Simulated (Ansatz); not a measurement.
CdH2O (SMILES [OH][CdH]) moved off its minimum; all values from Ansatz (a quantum-chemistry and plane-wave program), cores frozen in correlated methods. Elements past Kr take the def2 small-core potentials, without spin–orbit coupling.
(charge 0, multiplicity 1)
```xyz
4

Cd    -0.25006    -0.13519    -0.05306
H     -1.75938    -0.66435    -0.18592
O      1.62244     0.52535     0.06092
H      1.76925     1.42890     0.22614
```

Question: Give the forces (eV/Å), the total energy and the dipole at CCSD(T)/def2-TZVPPD.

Answer: 
```tsv
atom	Fx	Fy	Fz
Cd1	0.716	0.493	0.044
H2	-0.429	-0.252	-0.025
O3	-0.431	-1.875	-0.322
H4	0.144	1.633	0.304
```
Energy -243.6206 hartree, dipole 1.73 D.
